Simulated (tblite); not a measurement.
Species: C₃H₁₂F₂SSi₃.
Numbering: `[CH3:1][S:2][Si@@H:3]([F:4])[C@@H:5]([F:6])[SiH2:7][CH2:8][SiH3:9]` (hydrogens: H10, H11, H12 on C1; H13 on Si3; H14 on C5; H15, H16 on Si7; H17, H18 on C8; H19, H20, H21 on Si9)

Computed with GFN2-xTB (tblite), gas phase: L-BFGS steps from a force-field or distance-geometry start until the largest atomic force falls under 0.01 eV/Å.

At the end of the run (lengths in Å): C5–Si7 1.929, C8–Si9 1.903, Si3–C5 1.892, C5–F6 1.402, Si7–C8 1.894, Si3–H13 1.450, Si7–H15 1.466, Si3–C5–Si7 115.7°, Si7–C8–Si9 115.9°, S2–Si3–C5 107.3°, C5–Si7–C8 107.6°, C1–S2–Si3–F4 44°, S2–Si3–C5–F6 158°, Si3–C5–Si7–C8 176°, H14–C5–Si3–S2 44°, H13–Si3–C5–F6 29°.

Question: These geometries were met on the way; a selection of coordinates is given. Order them by energy above the end point, lowest first.
A. C5–Si7 1.845, C8–Si9 1.848, Si3–C5 1.843, C5–F6 1.360, Si7–C8 1.852, Si3–H13 1.492, Si7–H15 1.494, Si3–C5–Si7 107.1°, Si7–C8–Si9 107.6°, S2–Si3–C5 110.5°, C5–Si7–C8 113.3°, C1–S2–Si3–F4 54°, S2–Si3–C5–F6 63°, Si3–C5–Si7–C8 -168°, H14–C5–Si3–S2 -56°, H13–Si3–C5–F6 -59°
B. C5–Si7 1.918, C8–Si9 1.908, Si3–C5 1.896, C5–F6 1.398, Si7–C8 1.891, Si3–H13 1.454, Si7–H15 1.467, Si3–C5–Si7 111.4°, Si7–C8–Si9 113.2°, S2–Si3–C5 113.7°, C5–Si7–C8 108.7°, C1–S2–Si3–F4 55°, S2–Si3–C5–F6 62°, Si3–C5–Si7–C8 -170°, H14–C5–Si3–S2 -54°, H13–Si3–C5–F6 -68°
C. C5–Si7 1.924, C8–Si9 1.903, Si3–C5 1.894, C5–F6 1.405, Si7–C8 1.893, Si3–H13 1.449, Si7–H15 1.468, Si3–C5–Si7 116.7°, Si7–C8–Si9 115.3°, S2–Si3–C5 109.5°, C5–Si7–C8 105.3°, C1–S2–Si3–F4 49°, S2–Si3–C5–F6 92°, Si3–C5–Si7–C8 -172°, H14–C5–Si3–S2 -22°, H13–Si3–C5–F6 -37°
D. C5–Si7 1.883, C8–Si9 1.880, Si3–C5 1.872, C5–F6 1.386, Si7–C8 1.861, Si3–H13 1.468, Si7–H15 1.469, Si3–C5–Si7 106.4°, Si7–C8–Si9 107.6°, S2–Si3–C5 109.7°, C5–Si7–C8 111.8°, C1–S2–Si3–F4 55°, S2–Si3–C5–F6 64°, Si3–C5–Si7–C8 -168°, H14–C5–Si3–S2 -55°, H13–Si3–C5–F6 -59°
E. C5–Si7 1.931, C8–Si9 1.897, Si3–C5 1.893, C5–F6 1.404, Si7–C8 1.883, Si3–H13 1.450, Si7–H15 1.467, Si3–C5–Si7 108.5°, Si7–C8–Si9 109.6°, S2–Si3–C5 111.2°, C5–Si7–C8 109.8°, C1–S2–Si3–F4 56°, S2–Si3–C5–F6 63°, Si3–C5–Si7–C8 -168°, H14–C5–Si3–S2 -52°, H13–Si3–C5–F6 -64°

Answer: C (0.060 eV), B (0.098 eV), E (0.160 eV), D (0.266 eV), A (0.439 eV).

```csv
step,E above end (eV),"rms distance from the end, all atoms (Å)",largest force (eV/Å),rms shift of all bonds from the end (Å)
104,0.060,0.822,0.046,0.002
18,0.098,1.164,0.088,0.004
5,0.160,1.176,0.300,0.006
1,0.266,1.177,1.037,0.016
0,0.439,1.178,2.383,0.032
```

Rows stand in the order of the answer.
